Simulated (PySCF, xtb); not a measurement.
CH10FNSi3, SMILES C[Si@H](F)N([SiH3])[SiH3]. Other conformers were not sampled.

Harmonic wavenumbers (cm⁻¹) from GFN2-xTB run with xtb at its own minimum, in rising order: 17, 59, 73, 98, 132, 149, 190, 217, 224, 281, 483, 560, 569, 582, 601, 646, 664, 746, 764, 766, 779, 783, 789, 802, 817, 835, 847, 971, 993, 1374, 1479, 1481, 2206, 2235, 2238, 2258, 2276, 2278, 2296, 3032, 3046, 3056.

**Question.** What does TPSSh-D3(BJ)/def2-SVP run with PySCF give at its own minimum? (Estimate from the structure and the level; the computed values follow.)

**Answer.** 26, 91, 117, 125, 148, 156, 162, 225, 276, 315, 484, 663, 668, 688, 697, 718, 740, 768, 824, 881, 919, 951, 954, 960, 972, 978, 1000, 1003, 1035, 1288, 1446, 1448, 2244, 2246, 2250, 2258, 2265, 2268, 2277, 3030, 3123, 3131. Paired by order, the mean absolute difference is 61 cm⁻¹ and the zero-point energies are 63.9 and 66.9 kcal/mol.
